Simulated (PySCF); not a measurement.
## Structure from 2D NMR

Compound of formula C$_{6}$H$_{11}$NOSi. Correlations simulated from computed shifts and the bond graph:

HSQC (one-bond C–H):
```tsv
δH	δC
7.29	161.3
5.91	92.7
5.16	98.9
3.42	59.1
2.46	36.3
```

COSY cross peaks (H two or three bonds apart, from the bond graph; peaks can be absent where the dihedral angle is near 90°):
```tsv
δH	δH
7.29	5.16
5.91	4.96
5.16	4.96
```

HMBC (two and three bonds, from the bond graph):
```tsv
δH	δC
7.29	171.6, 98.9
5.91	171.6, 98.9, 59.1
5.16	161.3, 92.7
4.96	171.6, 161.3, 98.9, 92.7
3.42	171.6, 92.7, 36.3
2.46	59.1
```

Carbons without hydrogens: δ 171.6.

- structure optimised with GFN2-xTB
- PBE0/pcSseg-1 with gauge-including orbitals
- code: PySCF
- relativity neglected, one computed conformer, in vacuum, one averaged value for each set of equivalent atoms

Referencing at the same level of theory: ¹H (σref 31.72), ¹³C (σref 186.93) against TMS.

Exchangeable hydrogens are left out of these lists.

Problem. Which molecule is this?

Solution. `C1=C[SiH2]C=C(CNC)O1`.

Atom-mapped SMILES (the numbers label the heavy atoms): `[CH3:1][NH:2][CH2:3][C:4]1=[CH:5][SiH2:6][CH:7]=[CH:8][O:9]1`; H(Xn) means a hydrogen on atom n.

δC 171.6 is C4, an alkene carbon bearing oxygen. δC 161.3 is C8, an alkene carbon bearing oxygen (δH 7.29). δC 98.9 is C7, a β carbon of an enol-ether or enamine type C=C (δH 5.16). δC 92.7 is C5, a β carbon of an enol-ether or enamine type C=C (δH 5.91). δC 59.1 is C3, an allylic sp3 CH2 bonded to N (δH 3.42). δC 36.3 is C1, a methyl carbon bonded to N (δH 2.46). HMBC from δH 7.29 reaches the proton-free carbon C4. HMBC from δH 5.91 reaches the proton-free carbon C4. HMBC from δH 4.96 reaches the proton-free carbon C4. HMBC from δH 3.42 reaches the proton-free carbon C4. COSY links 7.29–5.16, 5.91–4.96, 5.16–4.96.

The data come from this structure; uniqueness wasn't tested.

OH/NH shifts are gas-phase values; hydrogen bonding in solution moves them, usually downfield. Shifts are as computed. Against solution values, carbons near 30 ppm lie about +3 ppm off and those near 130 ppm about +5 ppm. Of 1211 compounds with measured shifts, 218 miss one by over three times the rms of a fit or turn the order of signals round; such compounds aren't used in these exercises.
